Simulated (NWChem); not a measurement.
Molecule: iodine (I2); SMILES II

Results from NWChem. All runs use the structure optimised with PBE0/def2-SVP. def2 effective core potentials on I; no spin-orbit coupling. B3LYP is NWChem's, with the RPA form of VWN correlation.

For level B3LYP/def2-SVP (core potentials):

```yaml
highest occupied level (eV): -7.04
orbital gap (eV): 3.12
```

Problem. Estimate the same quantities for level B3LYP/STO-3G (all-electron, non-relativistic).

Solution. The highest occupied level (eV) is -4.71 and the orbital gap (eV) comes out as 4.11.
